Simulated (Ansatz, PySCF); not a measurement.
Ti(Cl)3(NH2) (Cl3H2NTi), SMILES [NH2][Ti]([Cl])([Cl])[Cl], multiplicity 1. Atoms are numbered in the order given.

```xyz
7

Ti     0.1935     0.0284     0.0000
Cl    -0.4999     0.9892    -1.8400
Cl    -0.4999     0.9892     1.8400
Cl    -0.3895    -2.0926     0.0000
N      2.0239     0.1442     0.0000
H      2.5968     0.1530    -0.8440
H      2.5968     0.1530     0.8440
```

Geometry optimised at B3LYP-D3(BJ)/def2-SVP. The spin state was assumed, not searched. The isomer is the one that the SMILES or the coordinates give; other isomers of the formula were not compared. The values are those of a single conformer.

Vertical ionisation energy (IE) and electron affinity (EA) in eV. Rows of orbital energies are one-electron estimates. Where ΔSCF, EOM or ADC give a negative EA the extra electron is unbound and the value depends on the basis.

```
level                                                                         IE     EA
-------------------------------------------------------------------------  -----  -----
−ε(HOMO), −ε(LUMO), HF/def2-TZVP (PySCF)                                   11.79  -1.03
−ε(HOMO), −ε(LUMO), PBE/def2-TZVP (PySCF)                                   7.13   4.12
ΔSCF, CAM-B3LYP/def2-TZVPD (Ansatz), final states of multiplicity 2 and 2  10.54   2.10
ΔSCF, PBE/def2-TZVPD (Ansatz), final states of multiplicity 2 and 2         9.95   1.28
```

Task: What vertical singlet–triplet gap does ΔSCF give with CAM-B3LYP/def2-TZVPD (Ansatz, a first-principles code) and with PBE/def2-TZVPD (Ansatz)? (An estimate is asked for; the answer gives what the named calculation found.)

Result: 3.06 and 3.35 eV (triplet above singlet where positive).
